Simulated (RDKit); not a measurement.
A run for RDKit: MMFF94 on C3H10S (a complex), monomers drawn apart or pushed together.

```python
from rdkit import Chem
from rdkit.Chem import AllChem, rdDetermineBonds

blocks = [
'''8

C    -0.52661779    0.55891932    0.23314063
C     0.54676888   -0.52324371    0.16283820
H    -1.27738849    0.42071560   -0.54716794
H    -0.09607454    1.55381185    0.10066624
H    -1.04303410    0.54068347    1.19447895
H     0.11664766   -1.51697165    0.30424052
H     1.30963341   -0.38017185    0.93139916
H     1.05493797   -0.52025542   -0.80339771
''',
'''6

C     0.83582337    0.88121186    3.50362987
S    -0.32087655   -0.50815450    3.72969199
H     0.70786017    1.34605074    2.52856508
H     0.59035729    1.60879020    4.27530751
H     1.86701933    0.56201230    3.63833883
H     0.14602774   -1.27439351    2.73134605
''',
]
mol = None
for b in blocks:
    f = Chem.MolFromXYZBlock(b)
    rdDetermineBonds.DetermineBonds(f, charge=0)
    mol = f if mol is None else Chem.CombineMols(mol, f)
Chem.SanitizeMol(mol)
print(Chem.MolToSmiles(Chem.RemoveHs(mol)))
ff = AllChem.MMFFGetMoleculeForceField(mol, AllChem.MMFFGetMoleculeProperties(mol), nonBondedThresh=100.0, ignoreInterfragInteractions=False)
e = ff.CalcEnergy()
print(f'MMFF94 energy {e:.6f} kcal/mol')
```

Output:

```
CC.CS
MMFF94 energy -1.595442 kcal/mol
```

The run finished.

Cost: around 0.05 core-seconds (rough).
